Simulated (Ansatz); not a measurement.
`[GeH3][Br]`. Total charge 0; spin multiplicity 1. All single points use the PBE0-D4/def2-TZVP geometry.

```xyz
5

Ge   -0.163   -0.072    0.068
Br    1.813    0.800   -0.752
H    -0.741   -0.982   -1.020
H    -1.089    1.110    0.367
H     0.181   -0.857    1.337
```

Question: What is the dipole moment at ωB97M-V/def2-TZVPP? (Estimate.)

Answer: Computed: 1.95 D, with components (-1.66, -0.73, 0.69) D in this frame, pointing from negative to positive charge.

Question: And with PBE, r2SCAN, B3LYP? (Best estimate.)

Answer: Computed: PBE 1.78 D, r2SCAN 1.88 D, B3LYP 1.88 D.

Question: Give the Mulliken charges with ωB97M-V, B3LYP, PBE in def2-TZVPP. (Estimate.)

Answer: Computed: 
```json
{"atom": "Ge1", "ωB97M-V": "0.19", "B3LYP": "0.26", "PBE": "0.25"}
{"atom": "Br2", "ωB97M-V": "-0.28", "B3LYP": "-0.30", "PBE": "-0.29"}
{"atom": "H3", "ωB97M-V": "0.03", "B3LYP": "0.01", "PBE": "0.01"}
{"atom": "H4", "ωB97M-V": "0.03", "B3LYP": "0.01", "PBE": "0.01"}
{"atom": "H5", "ωB97M-V": "0.03", "B3LYP": "0.01", "PBE": "0.01"}
```

B3LYP here is the variant with VWN-RPA as its local correlation; programs differ in this.
